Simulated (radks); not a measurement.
The numbers below are computed, except where a source is named.
Numerical settings for neutral zirconium, [Kr] 4d2 5s2. Code: a radial shooting solver on a logarithmic mesh with Libxc functionals. Model: scalar-relativistic Kohn-Sham, PBE, spin-unpolarised, spherical densities, point nucleus. The defaults (mesh step 0.008 in ln r, mesh end at 40 bohr or more with all orbitals vanishing there, Anderson mixing 0.5 over 9 steps, residual threshold near 1e-9 with the energy settled to 1e-9 hartree or 1e-11 of itself, here a cap of 70 iterations) give E = -3598.5310 hartree and 4d at -3.599 eV in 13 iterations. Run on one thread of a shared host, so times are rough (Arm Neoverse V2): 0.1 s of CPU time, 0.1 s wall, 13 iterations on 2725 mesh points. Changes against that run (0 stands for a change within the tolerance of the run):

setting                     iterations         converged  E (mhartree)  e(4d) (meV)  CPU (s)
mesh step in ln r 0.2                2                no      diverged            -     0.01
mesh step in ln r 0.02              13               yes             0            0     0.04
mesh step in ln r 0.012             13               yes             0            0     0.07
mesh end (bohr) 12                  13               yes        +0.157        +14.2     0.09
mesh end (bohr) 5                   14  level above zero          +260    +3.98e+03     0.08
residual threshold 0.01              9               yes             0       -0.182     0.08
residual threshold 1e-05             9               yes             0       -0.182     0.08
mixing 0.2                          16               yes             0            0     0.12
linear mixing, mixing 0.05          70                no         +1.75        -62.4     0.47
linear mixing, mixing 0.5           30               yes             0            0     0.18
mixing history 20                   18               yes             0            0     0.12
iteration cap 8                      8                no             0       -0.182     0.06

Settled on a wrong energy, with an occupied level pushed above zero by the early mesh end: mesh end (bohr) 5 (+0.26 hartree). Apart from these: no run marked as converged misses the energy by more than 1 mhartree. A mesh that ends early acts as a hard wall.
